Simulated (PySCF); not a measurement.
BH3N, SMILES B[NH], multiplicity 2.

Coordinates come from a PBE-D3(BJ)/def2-TZVP optimisation. The isomer is the one that the SMILES or the coordinates give; other isomers of the formula were not compared.

Two levels are set side by side: PBE/def2-TZVPD (PySCF) and PBE0/def2-TZVPD (PySCF). Same geometry, gas phase. Differences are taken from unrounded values.

```tsv
quantity	PBE
α-spin orbital gap (eV)	5.48
β-spin orbital gap (eV)	2.67
dipole moment (D)	1.18
mean polarisability (bohr³)	28.4
```

### Question
These are the PBE values. What does PBE0 give? (The exact figures need the calculation; the answer reports its results.)

### Answer

| quantity | PBE0 | PBE minus PBE0 |
|---|---|---|
| α-spin orbital gap (eV) | 8.01 | -2.53 |
| β-spin orbital gap (eV) | 5.41 | -2.74 |
| dipole moment (D) | 1.33 | -0.15 |
| mean polarisability (bohr³) | 27.0 | 1.4 |

PBE's more diffuse valence density responds more strongly to a field. Differences between two approximate levels are no errors against the true value.

Rough cost on one machine, each run with all the roots and properties that it gave: PBE0 against PBE within a factor of 2.
